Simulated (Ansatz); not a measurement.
The same path of ClF2GeH + H2O (8 atoms, charge 0, multiplicity 1) was run 3 times with different band settings. Lost on the way: Ge1–H2, O6–H8. Made: Ge1–O6, H2–H8.

The calculation used RKS PBE0-D4/def2-SVP in Ansatz.

Relaxed end points:

```xyz
8
Properties=species:S:1:pos:R:3
Ge -0.185 -0.118 0.153
H -0.875 -0.298 1.491
F 1.523 -0.419 0.095
Cl -0.687 1.574 -1.068
F -0.738 -1.436 -0.827
O 0.879 1.652 1.529
H 0.774 2.462 1.013
H 1.791 1.374 1.365
```

```xyz
8
Properties=species:S:1:pos:R:3
Ge 0.261 0.566 -0.633
H 0.085 0.019 2.643
F 1.624 -0.276 -1.244
Cl -0.898 1.261 -2.244
F -0.604 -0.602 0.289
O 0.734 1.866 0.412
H 0.818 1.578 1.331
H 0.462 0.380 3.198
```

Common settings: movable images 5; climbing image yes; spring 5.0 eV/Å²; start path through a guess of the saddle point; force threshold 0.05 eV/Å; iteration limit 60; end points relaxed.

| run | optimiser | largest step |
| --- | --- | --- |
| 1 | quadratic models (default) | default |
| 2 | lbfgs | 0.02 Å |
| 3 | fire | default |

(1) What does each run give, and how far can it be trusted?

Answers

(1) Run 1: converged after 31 iterations, highest image 1.939 eV above the first end. Neighbouring images differ by up to 1.6 eV, so the band resolves the path poorly. A vibrational analysis at the climbing image gives one clearly imaginary mode, 1418i cm⁻¹: a first-order saddle point.
Run 2: not converged after 60 iterations, highest image 2.336 eV above the first end. The band didn't meet its force threshold, so its energies are provisional: the largest band force was still 0.88 eV/Å, and over the last iterations the top stayed at 2.34 eV.
Run 3: not converged after 60 iterations, highest image 2.077 eV above the first end. The band didn't meet its force threshold, so its energies are provisional: the largest band force was still 0.29 eV/Å, and over the last iterations the top moved between 2.08 and 2.09 eV.
The orbitals stay closed-shell, which can raise the energy where a bond breaks towards radicals; this wasn't checked here.
